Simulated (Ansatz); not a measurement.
Ansatz (an electronic-structure program) job for Sn(Cl)4 anion (Cl₄Sn), SMILES [Cl][Sn]([Cl])([Cl])[Cl] (connectivity only; charge and spin as stated), charge -1, multiplicity 2, CAM-B3LYP/def2-SVPD. The structure is a stationary point at B3LYP-D3(BJ)/def2-SVPD. The spin state was assumed, not searched. The isomer is the one that the SMILES or the coordinates give; other isomers of the formula were not compared. The def2 effective core potentials stand for the cores of Sn; spin–orbit coupling is left out.

Ansatz 0.2 input:
```yaml
crystal:
  periodic: [false, false, false]
  atoms:
    - {symbol: Cl, position_ang: [1.46556082, -1.46556082, -1.46556081]}
    - {symbol: Sn, position_ang: [0.00000000, 0.00000000, 0.00000000]}
    - {symbol: Cl, position_ang: [-1.46556081, -1.46556082, 1.46556082]}
    - {symbol: Cl, position_ang: [-1.46556082, 1.46556081, -1.46556082]}
    - {symbol: Cl, position_ang: [1.46556081, 1.46556083, 1.46556081]}
basis:
  gaussian:
    orbitals: def2-SVPD
hamiltonian:
  xc: {name: CAM-B3LYP}
total_charge: -1
magnetization: {spin_polarized: true, initial_magnetization: 1}
```

It prints:

```
WARN ansatz: RAYON_NUM_THREADS=1 ignored (pool sized by the plan → 1); use --threads N
Functional definition: CAM-B3LYP
integrals: 0.13 GiB planned
1406 factors; integrals over basis functions are off by at most 1.4e-4 eV
integrals: 0.24 GiB planned
482 factors; integrals over basis functions are off by at most 2.2e-5 eV
mean field: 1.98 GiB planned
mean field evaluation 1: about -55913.7419 eV, gradient 1.6e1 eV
mean field evaluation 2: about -55913.5341 eV, gradient 1.9e1 eV
mean field evaluation 4: about -55915.5934 eV, gradient 2.7e-1 eV
mean field evaluation 8: about -55915.6223 eV, gradient 9.5e-3 eV
mean field evaluation 16: about -55915.6223 eV, gradient 1.7e-5 eV
mean field -55915.62233068 eV, -2054.8612196825 hartree, gradient 1.7e-5 eV, S^2 0.758365; 0 other end points of the search recorded, 0 dependent functions left out
reference -55915.62245130 eV, -2054.8612241151 hartree; 46, 45 occupied and 94, 95 virtual orbitals, 1406 factors
Total energy: -55915.62245130 eV, -2054.8612241151 hartree
```

The run converged.
